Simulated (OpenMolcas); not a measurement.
Cu4+: moving or changing the point charges

Cu4+ among 8 point charges of -1.6 e arranged as a cube (Oh), 1.77 Å from the ion.
```
   1.0219    1.0219    1.0219  -1.60
   1.0219    1.0219   -1.0219  -1.60
   1.0219   -1.0219    1.0219  -1.60
   1.0219   -1.0219   -1.0219  -1.60
  -1.0219    1.0219    1.0219  -1.60
  -1.0219    1.0219   -1.0219  -1.60
  -1.0219   -1.0219    1.0219  -1.60
  -1.0219   -1.0219   -1.0219  -1.60
```

```
Program             : OpenMolcas
Method              : CASSCF
Basis               : ANO-RCC-VDZP [5s4p2d1f]
Scalar Hamiltonian  : DKH2, point nucleus
Active space        : 7 electrons in 5 orbitals (3d)
State averaging     : 2S+1 = 4 even, 10 roots; 2S+1 = 2 even, 40 roots
Spin-orbit coupling : RASSI with atomic mean-field integrals over the reference wave functions
```

Runs around this geometry, states (labels of O, the rotations of Oh). Energies in cm-1 above the lowest state or level, χT in cm3 K/mol.

```json
{"R (Å)": "1.77", "q (e)": "-0.8", "Ground state": "4A2", "First state of that spin": "4T2 1267", "First gap with spin-orbit (degeneracies)": "984.1 (4, 4)", "χT at 300 K": "4.511", "First state of another spin": "2E 25325"}
{"R (Å)": "1.66", "q (e)": "-1.6", "Ground state": "4A2", "First state of that spin": "4T2 3432", "First gap with spin-orbit (degeneracies)": "3046 (4, 4)", "χT at 300 K": "3.393", "First state of another spin": "2E 26596"}
{"R (Å)": "1.77", "q (e)": "-1.6", "Ground state": "4A2", "First state of that spin": "4T2 2551", "First gap with spin-orbit (degeneracies)": "2184 (4, 4)", "χT at 300 K": "3.738", "First state of another spin": "2E 26178"}
{"R (Å)": "1.87", "q (e)": "-1.6", "Ground state": "4A2", "First state of that spin": "4T2 1972", "First gap with spin-orbit (degeneracies)": "1630 (4, 4)", "χT at 300 K": "4.036", "First state of another spin": "2E 25839"}
```

Taking the first state of the same spin as R^-n, n = -ln(1972 / 3432) / ln(1.87 / 1.66) = 4.7 between the shortest and longest distance.

Scaling the charges by -0.8 / -1.6 = 0.50 scales the first state of the same spin by 1267 / 2551 = 0.50; with fixed orbitals a first-order splitting would follow the charge.

Without dynamic correlation the repulsion within the d shell is too large (B by tens of per cent), so at a given field states of lower spin stand too high. Spin-orbit coupling mixes the spin-free states strongly: the lowest level takes only 66 % from its leading state, 4A2 (holds for R = 1.77, q = -0.8). The ground term spreads over less than 5000 cm-1, several times less than with real ligands, so orbital moments are less quenched and χT lies further from the spin-only value than at real sites (holds for R = 1.77, q = -0.8; R = 1.77, q = -1.6; R = 1.87, q = -1.6). Point charges carry no covalency, so the field is a model and not that of real ligands. No measured value stands beside these numbers.
